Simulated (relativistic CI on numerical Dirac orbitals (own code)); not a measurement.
## Radial parameters of Pd¹⁴⁺

Calculated at this level of theory: Dirac-Coulomb-Breit CI, separate exchange-only KLI orbitals for each configuration, QED by a radiative potential, unscaled Slater integrals (own radial code, finite nucleus).

Slater integrals F^k, G^k are unscaled and averaged over j, outside the closed core [Ar] 3d10; ζ comes from projecting the Hamiltonian with its Breit term on Σ l·s of the shell.

- 4s²4p²: F^2(4p,4p) = 118000, ζ(4p) = 33940 cm⁻¹; <r>(4p) = 0.8837, <r^2>(4p) = 0.8802 (bohr units).
- 4s4p³: F^2(4p,4p) = 118010, G^1(4s,4p) = 155580, ζ(4p) = 33861 cm⁻¹; <r>(4s) = 0.8455, <r^2>(4s) = 0.8017, <r>(4p) = 0.8836, <r^2>(4p) = 0.88 (bohr units).
- 4p⁴: F^2(4p,4p) = 117870, ζ(4p) = 33791 cm⁻¹; <r>(4p) = 0.8845, <r^2>(4p) = 0.8819 (bohr units).

Averages of the first 10 configurations, taken without configuration mixing, which lowers the lowest level and can move excited configurations by several eV; other configurations of the list can lie among them:

| Configuration | Parity | States | Average energy above the lowest level (eV) |
| --- | --- | --- | --- |
| 4s²4p² | even | 15 | 10.8 |
| 4s4p³ | odd | 40 | 51.7 |
| 4p⁴ | even | 15 | 97.8 |
| 4s²4p4d | odd | 60 | 74.8 |
| 4s4p²4d | even | 300 | 113.4 |
| 4s²4p4f | even | 84 | 138.2 |
| 4s4p²4f | odd | 420 | 177.0 |
| 4p³4d | odd | 200 | 157.3 |
| 4s4p4d² | odd | 540 | 176.7 |
| 4s²4p5s | odd | 12 | 146.9 |
